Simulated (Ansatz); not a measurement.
Basis sets compared for Rb2F2⁺ (the lowest doublet isomer of a short search). Total charge 1; doublet. Geometry PBE0-D4/def2-TZVP. Ansatz on 4 threads of Arm Neoverse V2 on a shared host; times are rough, and most runs start from earlier orbitals.

Cartesian coordinates in Å:
```
Rb -2.2075 -0.5768 0.9784
Rb 2.2073 0.5752 -0.9797
F 0.4311 -0.6444 0.5929
F -0.4310 0.6460 -0.5916
```

In the def2 sets Rb takes a core potential; there is no spin–orbit coupling. In the doublet, F3 and F4 lie 1.95 Å apart (atoms count from 1), so these atoms are partly bonded to each other. The structure comes from a short search, and lower isomers may exist.

```csv
level,functions,energy (Eh),HOMO (eV),LUMO (eV),wall time
PBE-D4/def2-SVP,76,-247.4153,-10.08,-8.32,1.1 s
PBE0-D4/def2-SVP,76,-247.4068,-12.29,-6.83,1.6 s
```

Question: Estimate the rows for PBE-D4/def2-TZVP, PBE0-D4/def2-TZVP (with forces).

Answer: 
```json
{"level": "PBE-D4/def2-TZVP", "functions": "128", "energy (Eh)": "-247.6681", "HOMO (eV)": "-10.69", "LUMO (eV)": "-8.86", "wall time": "1.8 s"}
{"level": "PBE0-D4/def2-TZVP (with forces)", "functions": "128", "energy (Eh)": "-247.6561", "HOMO (eV)": "-12.78", "LUMO (eV)": "-7.32", "wall time": "3 s"}
```
